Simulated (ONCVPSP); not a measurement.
# What one change does to a pseudopotential (silver (Ag), ONCV)

```json
{
  "Element": "silver",
  "Generator": "ONCVPSP 4.0.1",
  "Type": "optimised norm-conserving Vanderbilt (ONCV)",
  "Functional": "PBE",
  "Relativity": "fully relativistic",
  "Frozen core": "[Ar] 3d10",
  "Valence charge": "19",
  "Reference configuration": "4s2 4p6 4d10 5s1",
  "Partial waves": "4s+5s: rc 1.55 bohr, ncon 4, nbas 7, qcut 8.7 1/bohr, 2 projectors; 4p: rc 1.40 bohr, ncon 4, nbas 8, qcut 8.2 1/bohr, 2 projectors, debl 3.9 Ha; 4d: rc 1.40 bohr, ncon 4, nbas 9, qcut 10.2 1/bohr, 2 projectors, debl 0.4 Ha",
  "Local potential": "polynomial inside 0.95 bohr (lpopt 5, dvloc0 3 Ha)",
  "Core correction": "none"
}
```

Open shells are filled in proportion to 2j + 1.

Change: s: qcut 12.4; p: qcut 11.7; d: qcut 14.6.

Cutoffs: the cutoffs (Ha) at which the residual kinetic energy of the hardest occupied pseudo-wave falls to 1 and 0.1 mHa per electron; they do not see the model core or the augmentation charge, which bear on the density cutoff. Errors are all-electron minus pseudo energies relative to the spin-unpolarised reference configuration.

Q: How do hardness, ghosts and transferability respond?

A: The potential gets harder (34 Ha and 41 Ha → 38 Ha and 47 Ha); of the 3 tests that both files solve, the error grows in 0 and shrinks in 1 by more than 15 % and 0.3 meV (median size 0.4 → 0.3 meV); neither file shows a bound ghost.

```tsv
quantity	base	changed
cutoff, loose	34 Ha	38 Ha
cutoff, tight	41 Ha	47 Ha
loose cutoff by channel	s 25 Ha, p 19 Ha, d 34 Ha	s 38 Ha, p 38 Ha, d 38 Ha
bound ghosts	none	none
GHOST(+) flags under 300 eV	none	s at 275.4 eV
tests with a reliable result	3 of 4	3 of 4
error for 4s2 4p6 4d10 5s0, meV [ΔE 7.76 eV]	0.0	+0.1
error for 4s2 4p6 4d9 5s0, meV [ΔE 29.87 eV]	+0.4	+0.3
error for 4s2 4p6 4d8 5s0, meV [ΔE 66.07 eV]	+2.8	+1.8
s: phases at 1.57 bohr within 0.05 rad from the reference energy up to (Ha; the scan ends near 5)	to the end of the scan	to the end of the scan
p3/2: phases at 1.42 bohr within 0.05 rad from the reference energy up to (Ha; the scan ends near 5)	to the end of the scan	to the end of the scan
p1/2: phases at 1.42 bohr within 0.05 rad from the reference energy up to (Ha; the scan ends near 5)	to the end of the scan	to the end of the scan
d5/2: phases at 1.42 bohr within 0.05 rad from the reference energy up to (Ha; the scan ends near 5)	to the end of the scan	to the end of the scan
d3/2: phases at 1.42 bohr within 0.05 rad from the reference energy up to (Ha; the scan ends near 5)	to the end of the scan	to the end of the scan
```
